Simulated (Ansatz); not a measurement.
`O[Si]Cl` + `O[SiH3]` → `O[Si]O[SiH3]` + HCl at 298.15 K and 1 bar (ligand exchange at the Si–Cl bond).

Isolated molecules relaxed with PBE0-D4/def2-TZVP in Ansatz; ΔE leaves out vibrations. CCSD(T)/CBS adds triple-zeta CCSD(T) − MP2 to the extrapolated MP2 energy (def2 sets, frozen cores). This one scheme is used for every species. One conformer a species, not always the lowest.

| species | CCSD(T)/CBS energy (Eh) | H − E (kJ/mol) | S (J/(mol·K)) |
| --- | --- | --- | --- |
| `O[Si]Cl` | -824.69782 | 53.3 | 279.3 |
| `O[SiH3]` | -366.69042 | 113.6 | 257.8 |
| `O[Si]O[SiH3]` | -731.01400 | 134.7 | 338.4 |
| HCl | -460.38127 | 26.6 | 186.8 |

H − E and S are ideal-gas, rigid-rotor, harmonic terms from PBE0-D4/def2-TZVP, for one conformer and one mirror image of each species. 1 Eh = 2625.50 kJ/mol, R = 8.31446 J/(mol·K).

Q: By hand: ΔE, ΔH, ΔS and ΔG.

A: ΔE = (-731.01400) + (-460.38127) − (-824.69782) − (-366.69042) = -0.00703 Eh = -18.5 kJ/mol. Δ(H − E) = 134.7 + 26.6 − 53.3 − 113.6 = -5.6, so ΔH = -24.1 kJ/mol. ΔS = 338.4 + 186.8 − 279.3 − 257.8 = -11.9 J/(mol·K). ΔG = -24.1 − 298.15 × (-11.9)/1000 = -20.6 kJ/mol.

Q: By hand: the equilibrium constant, and the temperature at which ΔG would vanish if ΔH and ΔS stayed fixed.

A: log₁₀ K = −ΔG/(RT ln 10) = 3.6. ΔG = 0 at ΔH/ΔS = 2025 K, though so small a ΔS makes that figure unsure.

The number of gas molecules stays the same, so ΔS is small and ΔH decides. A doubt of 5 kJ/mol in ΔE shifts log₁₀ K by 0.9 here. Other conformers and mirror images would add mixing entropy, several J/(mol·K) or more a flexible species. Modes under 60 cm⁻¹, often nearly free rotors, make the harmonic entropy too high. These are equilibria of isolated gas molecules and say nothing of rates. Largest T1 diagnostic: 0.014 (customary marks: 0.02 for closed shells, 0.045 for open ones).
